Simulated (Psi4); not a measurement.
An input for BGeSiH4F (SMILES F[SiH]1[BH][GeH2]1)

The species is BGeSiH4F (8 atoms), meant as a singlet with charge 0. SMILES: `F[SiH]1[BH][GeH2]1`. The coordinates come from a PBE0-D4/def2-TZVP relaxation.

```xyz
8

F    -2.8022   -0.0970    1.0426
Si   -1.2542   -0.1521    0.6696
B    -0.4001    0.4697   -0.8532
Ge    1.4170   -0.0023   -0.4445
H    -0.5960   -0.8205    1.8146
H    -0.7861    1.0141   -1.8344
H     1.8434   -0.7089    0.8525
H     2.6703    0.2398   -1.3031
```

Settings wanted:

- task: gradient
- method: DFT
- functional: B3LYP
- dispersion: none
- basis set: 6-31G*
- reference: RKS
- relativity: none
- integrals: pk
- integral approximation: none
- frozen core orbitals: 0
- integration grid: 99 radial × 590 angular
- symmetry: c1
- threads: 1
- SCF convergence threshold: 1e-09
- density convergence threshold: 1e-08
- d and f functions: spherical

Question: Give a Psi4 1.11 job that does this.

Answer: One that was run (others would do as well):

job.json:
```json
{
  "schema_name": "qcschema_input",
  "schema_version": 1,
  "molecule": {
    "schema_name": "qcschema_molecule",
    "schema_version": 2,
    "symbols": ["F", "Si", "B", "Ge", "H", "H", "H", "H"],
    "geometry": [-5.29539055, -0.18330343, 1.97022846, -2.37009451, -0.28742734, 1.26536061, -0.75607942, 0.88760436, -1.61231433, 2.67774192, -0.00434637, -0.83998326, -1.12627677, -1.55052029, 3.42909703, -1.48551371, 1.91637126, -3.4665136, 3.48352114, -1.33962685, 1.61099152, 5.04613567, 0.45315632, -2.46250211],
    "molecular_charge": 0,
    "molecular_multiplicity": 1,
    "fix_symmetry": "c1"
  },
  "driver": "gradient",
  "model": {
    "method": "b3lyp",
    "basis": "6-31G*"
  },
  "keywords": {
    "puream": true,
    "e_convergence": 1e-09,
    "d_convergence": 1e-08,
    "scf_type": "pk",
    "dft_radial_points": 99,
    "dft_spherical_points": 590
  }
}
```

```bash
$ psi4 --qcschema job.json -n 1 --memory 1600MB
```

Calculated total energy: -2493.33990 Eh, largest force 0.761 eV/Å.
